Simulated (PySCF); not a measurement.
## Electronic structure of Hf²⁺ (hafnium, charge +2) at the UHF level

Configuration: [Xe] 4f14 5d2, high-spin 3F determinant. All numbers are calculated (PySCF 2.14, a scalar-relativistic core potential, in aug-cc-pVDZ-PP with ECP60MDF (5s5p4d2f, 54 functions)).

* Total energy: -47.246460 hartree
* One-electron energy: -73.1938 hartree
* Hartree (Coulomb) energy: 31.0781 hartree
* Exchange energy: -5.1308 hartree
* ⟨S²⟩: 2.0026
* ⟨L²⟩: 12.027
* Sum of ⟨r⟩: 14.83 bohr
* Sum of ⟨r²⟩: 26.01 bohr²
* Time after the integrals: 0.24 s of wall time on 1 thread of Neoverse-V1 (shared host)

| shell | electrons | mean orbital energy (hartree) | rms radius, mean of both spins (bohr) |
| --- | --- | --- | --- |
| 5s α | 1 | -3.48898 | 1.23 |
| 5s β | 1 | -3.42372 | 1.23 |
| 5p α | 3 | -2.18076 | 1.45 |
| 5p β | 3 | -2.07722 | 1.45 |
| 5d α | 2 | -0.80624 | 2.28 |

Energies and moments cover only the electrons outside the core potential. Spin-orbit coupling, absent here, splits the open shell strongly.
